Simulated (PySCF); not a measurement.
Method: PBE0/[W def2-TZVP with ECP60, H def2-TZVP], scalar-relativistic core potentials, density fitting, no spin–orbit coupling, PySCF.

Each entry is the lowest minimum that a search over a few typed start shapes (and spin states, where more than one is plausible) found, or that minimum re-optimised at the stated level; isomers with ligand–ligand bonds, or fragments after loss of a ligand pair, can lie lower. Open shells are unrestricted.

WH₃ is a quartet of C3v symmetry with W–H 1.710 Å (×3); H–W–H 112.3° (×3). Its wavenumbers are 411, 710 (×2), 1955 (×2), 1978 cm⁻¹.

Q: What changes when one electron is removed, giving WH₃⁺?

A: It costs 8.74 eV between the minima (8.74 eV with zero-point energy). WH₃⁺ is a triplet of Cs symmetry with W–H 1.677 Å (×3); H–W–H 101.0°, H–W–H 104.4° (×2); wavenumbers 379, 532, 592, 2058, 2092, 2112 cm⁻¹.

Other spin states or occupations of the open shell can lie lower. Spin–orbit coupling, left out here, can matter for elements this heavy.
